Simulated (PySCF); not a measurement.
H4O2Si2, AlB2H6, AlBCl2H, B2ClFH3 and others (calculated)

Calculation on a computer-drawn molecule: optimised geometry and harmonic frequencies of an isolated molecule of the commonest isotopes, restricted reference for singlets and unrestricted otherwise, frozen core in MP2. Program: PySCF 2.14.0.

```yaml
- entry: 1
  formula: H4O2Si2
  start_structure:
    atoms_angstrom:
      - [O, -2.6388, -2.5399, -1.9591]
      - [Si, -2.2583, -0.991, -1.4219]
      - [Si, -1.4238, -1.0277, 0.6908]
      - [O, -0.785, 0.4627, 0.4641]
      - [H, -2.5125, -3.3861, -1.5068]
      - [H, -2.3446, -0.9156, 1.8194]
      - [H, -0.4146, -1.8442, 1.3195]
      - [H, -0.2953, 0.9013, 1.1997]
  given:
    charge: 0
    multiplicity: 1
    method: HF
    basis: "cc-pV(D+d)Z"
    drawn_bonds_atom: [1, 2, 3, 1, 3, 3, 4]
    drawn_bonds_other_atom: [2, 3, 4, 5, 6, 7, 8]
    drawn_bonds_order: [1, 1, 1, 1, 1, 1, 1]
  results:
    optimised_atom_element: [O, Si, Si, O, H, H, H, H]
    "optimised_atom_x [angstrom]": [-2.532, -2.72, -1.529, -0.6011, -2.039, -2.47, -0.6684, -0.1144]
    "optimised_atom_y [angstrom]": [-2.642, -1.024, -0.8705, 0.5068, -3.215, -0.8024, -2.065, 0.7723]
    "optimised_atom_z [angstrom]": [-1.811, -1.511, 0.6249, 0.558, -1.241, 1.779, 0.8821, 1.324]
    "modes_frequency [cm^-1]": [25.24, 130.7, 209.8, 261.1, 384.3, 498.4, 576.4, 786.2, 817.1, 864.4, 870.9, 914.6, 1000, 1040, 2223, 2249, 4144, 4165]
    "modes_reduced_mass [dalton]": [5.05, 5.311, 2.81, 1.284, 2.59, 1.805, 1.174, 1.129, 1.155, 2.697, 6.855, 1.517, 1.33, 1.06, 1.044, 1.036, 1.068, 1.067]
    "rotational_constants [GHz]": [11.01, 2.148, 1.943]
    "total_energy [hartree]": -729.9596
    "convergence_status_largest_gradient_component [hartree/bohr]": 4.814e-06
- entry: 2
  formula: AlB2H6
  start_structure:
    atoms_angstrom:
      - [B, 1.676, 2.0969, -0.0578]
      - [Al, 0.2016, 1.3465, 1.2856]
      - [B, -0.7789, 0.5678, -0.4249]
      - [H, 2.58, 1.3734, -0.5337]
      - [H, 1.6238, 3.0532, -0.768]
      - [H, 0.7292, 0.2556, 2.3578]
      - [H, -0.6762, 2.5286, 2.1239]
      - [H, -0.4421, -0.4738, -0.9703]
      - [H, -1.4752, 1.2573, -1.1953]
  given:
    charge: -1
    multiplicity: 1
    method: HF
    basis: "aug-cc-pV(D+d)Z"
    drawn_bonds_atom: [1, 2, 1, 1, 2, 2, 3, 3]
    drawn_bonds_other_atom: [2, 3, 4, 5, 6, 7, 8, 9]
    drawn_bonds_order: [1, 1, 1, 1, 1, 1, 1, 1]
  results:
    optimised_atom_element: [B, Al, B, H, H, H, H, H, H]
    "optimised_atom_x [angstrom]": [1.939, 0.238, -1.023, 2.972, 1.957, 0.7567, -0.5952, -0.9042, -1.902]
    "optimised_atom_y [angstrom]": [2.22, 1.357, 0.4227, 1.624, 3.343, 0.235, 2.531, -0.7273, 1.001]
    "optimised_atom_z [angstrom]": [-0.03925, 1.078, -0.4792, -0.3053, -0.5207, 2.173, 1.886, -0.8745, -1.1]
    "modes_frequency [cm^-1]": [59.34, 64.97, 124.4, 366.2, 375.1, 491.9, 492.4, 562.9, 660.4, 661.4, 824.8, 862.9, 906.9, 1243, 1248, 1641, 1702, 2486, 2498, 2511, 2516]
    "modes_reduced_mass [dalton]": [1.02, 1.06, 2.884, 1.047, 1.028, 4.676, 4.751, 1.091, 1.442, 1.177, 1.055, 1.336, 1.418, 1.136, 1.134, 1.049, 1.026, 1.056, 1.057, 1.116, 1.115]
    "rotational_constants [GHz]": [12.43, 5.276, 4.174]
    "total_energy [hartree]": -294.7049
    "convergence_status_largest_gradient_component [hartree/bohr]": 2.569e-05
- entry: 3
  formula: AlBCl2H
  start_structure:
    atoms_angstrom:
      - [Cl, -2.9291, -1.6318, -1.8509]
      - [B, -1.8134, -1.2613, -0.7298]
      - [Al, -0.2894, -0.6854, 0.8062]
      - [Cl, -0.2969, 1.3682, 0.9209]
      - [H, 0.4672, -1.8488, 1.4827]
  given:
    charge: 1
    multiplicity: 1
    method: MP2
    basis: "cc-pV(D+d)Z"
    drawn_bonds_atom: [1, 2, 3, 3]
    drawn_bonds_other_atom: [2, 3, 4, 5]
    drawn_bonds_order: [1, 1, 1, 1]
  results:
    optimised_atom_element: [Cl, B, Al, Cl, H]
    "optimised_atom_x [angstrom]": [-2.928, -1.804, -0.2885, -0.3201, 0.4794]
    "optimised_atom_y [angstrom]": [-1.604, -1.267, -0.6974, 1.362, -1.853]
    "optimised_atom_z [angstrom]": [-1.848, -0.7212, 0.8064, 0.8976, 1.494]
    "modes_frequency [cm^-1]": [64.05, 202.4, 275.2, 333.5, 449.7, 567.9, 619.3, 1223, 2105]
    "modes_reduced_mass [dalton]": [19.76, 5.205, 9.59, 17.28, 1.324, 2.012, 2.126, 12.64, 1.045]
    "rotational_constants [GHz]": [9.263, 1.13, 1.007]
    "total_energy [hartree]": -1186.3898
    "convergence_status_largest_gradient_component [hartree/bohr]": 1.171e-05
- entry: 4
  formula: B2ClFH3
  start_structure:
    atoms_angstrom:
      - [F, 1.1812, -0.2589, 1.3379]
      - [B, 0.3197, 0.9694, 1.0278]
      - [B, -1.2107, 0.4824, 0.5253]
      - [Cl, -2.4642, 1.7128, 0.0609]
      - [H, 0.8663, 1.5724, 0.1142]
      - [H, 0.3028, 1.6583, 2.0212]
      - [H, -1.6725, -0.5165, 0.4617]
  given:
    charge: -1
    multiplicity: 1
    method: HF
    basis: "aug-cc-pV(D+d)Z"
    drawn_bonds_atom: [1, 2, 3, 2, 2, 3]
    drawn_bonds_other_atom: [2, 3, 4, 5, 6, 7]
    drawn_bonds_order: [1, 1, 1, 1, 1, 1]
  results:
    optimised_atom_element: [F, B, B, Cl, H, H, H]
    "optimised_atom_x [angstrom]": [1.186, 0.3664, -1.219, -2.48, 0.9034, 0.2856, -1.721]
    "optimised_atom_y [angstrom]": [-0.2383, 0.9467, 0.488, 1.76, 1.589, 1.682, -0.607]
    "optimised_atom_z [angstrom]": [1.345, 1.025, 0.5409, 0.06896, 0.1023, 2.027, 0.4399]
    "modes_frequency [cm^-1]": [81.11, 188.0, 308.4, 364.0, 686.0, 826.2, 870.1, 935.7, 1042, 1077, 1211, 1223, 2291, 2323, 2604]
    "modes_reduced_mass [dalton]": [2.639, 4.67, 13.1, 1.332, 7.787, 3.499, 3.996, 1.782, 1.102, 1.16, 1.136, 1.489, 1.1, 1.053, 1.094]
    "rotational_constants [GHz]": [32.05, 1.94, 1.857]
    "total_energy [hartree]": -610.1577
    "convergence_status_largest_gradient_component [hartree/bohr]": 3.266e-05
- entry: 5
  formula: BH4N2Si
  start_structure:
    atoms_angstrom:
      - ["N", -0.8155, -0.0275, 1.4548]
      - [B, -0.2455, -1.0792, 1.1326]
      - ["N", 0.4072, -2.3148, 0.7805]
      - [Si, 1.4157, -2.7323, -0.4589]
      - [H, -1.2409, 0.761, 1.7085]
      - [H, 0.0974, -3.0421, 1.447]
      - [H, 1.8298, -1.6645, -1.4927]
      - [H, 1.8448, -4.1486, -0.534]
  given:
    charge: 1
    multiplicity: 1
    method: HF
    basis: "cc-pV(D+d)Z"
    drawn_bonds_atom: [1, 2, 3, 1, 3, 4, 4]
    drawn_bonds_other_atom: [2, 3, 4, 5, 6, 7, 8]
    drawn_bonds_order: [2, 1, 1, 1, 1, 1, 1]
  results:
    optimised_atom_element: ["N", B, "N", Si, H, H, H, H]
    "optimised_atom_x [angstrom]": [-0.7436, -0.2527, 0.3634, 1.37, -1.158, 0.1312, 1.695, 1.888]
    "optimised_atom_y [angstrom]": [-0.04338, -1.132, -2.397, -2.699, 0.829, -3.152, -1.603, -4.052]
    "optimised_atom_z [angstrom]": [1.376, 1.151, 0.8262, -0.435, 1.587, 1.458, -1.336, -0.5888]
    "modes_frequency [cm^-1]": [148.0, 239.1, 486.6, 494.8, 552.7, 652.6, 673.4, 707.4, 771.9, 889.2, 1008, 1118, 1398, 2216, 2445, 2494, 3717, 4042]
    "modes_reduced_mass [dalton]": [4.051, 1.392, 3.534, 4.231, 1.129, 1.187, 1.704, 1.239, 1.146, 3.15, 1.116, 2.555, 1.61, 7.792, 1.026, 1.063, 1.075, 1.107]
    "rotational_constants [GHz]": [32.13, 2.85, 2.618]
    "total_energy [hartree]": -424.6348
    "convergence_status_largest_gradient_component [hartree/bohr]": 1.478e-05
- entry: 6
  formula: CH7BNSi
  start_structure:
    atoms_angstrom:
      - ["N", 0.0208, -0.1761, 0.7333]
      - [B, -0.6463, -0.1717, -0.4562]
      - [C, -1.0782, -1.4978, -1.1445]
      - [Si, -2.9325, -1.7914, -0.5397]
      - [H, 0.2789, 0.623, 1.2677]
      - [H, 0.289, -1.0644, 1.1752]
      - [H, -0.9746, 0.922, -0.8745]
      - [H, -0.516, -2.2612, -0.94]
      - [H, -1.1661, -1.361, -2.2617]
      - [H, -3.0557, -2.0203, 0.8954]
      - [H, -3.9324, -0.8377, -0.9672]
  given:
    charge: 0
    multiplicity: 2
    method: HF
    basis: "cc-pV(D+d)Z"
    drawn_bonds_atom: [1, 2, 3, 1, 1, 2, 3, 3, 4, 4]
    drawn_bonds_other_atom: [2, 3, 4, 5, 6, 7, 8, 9, 10, 11]
    drawn_bonds_order: [1, 1, 1, 1, 1, 1, 1, 1, 1, 1]
  results:
    optimised_atom_element: ["N", B, C, Si, H, H, H, H, H, H, H]
    "optimised_atom_x [angstrom]": [0.1282, -0.6953, -1.194, -2.989, 0.4238, 0.4683, -1.046, -0.5807, -1.157, -3.153, -3.919]
    "optimised_atom_y [angstrom]": [-0.1555, -0.1377, -1.468, -1.877, 0.6758, -0.9949, 0.9367, -2.336, -1.355, -2.132, -0.7937]
    "optimised_atom_z [angstrom]": [0.7369, -0.3882, -1.092, -0.6551, 1.203, 1.159, -0.8064, -0.8268, -2.181, 0.8005, -1.063]
    "modes_frequency [cm^-1]": [70.48, 143.8, 216.3, 378.4, 539.4, 554.5, 600.5, 697.7, 775.6, 844.2, 889.1, 977.0, 1001, 1031, 1145, 1174, 1236, 1435, 1530, 1753, 2273, 2285, 2666, 3164, 3215, 3814, 3919]
    "modes_reduced_mass [dalton]": [2.5, 1.174, 2.174, 1.99, 1.211, 1.088, 1.659, 1.818, 1.436, 1.317, 1.763, 1.31, 1.057, 1.344, 1.23, 1.453, 1.715, 2.441, 1.179, 1.228, 1.033, 1.049, 1.095, 1.059, 1.102, 1.051, 1.098]
    "rotational_constants [GHz]": [14.89, 2.653, 2.533]
    "total_energy [hartree]": -410.0356
    spin_squared: 0.7541
    "convergence_status_largest_gradient_component [hartree/bohr]": 1.631e-05
```
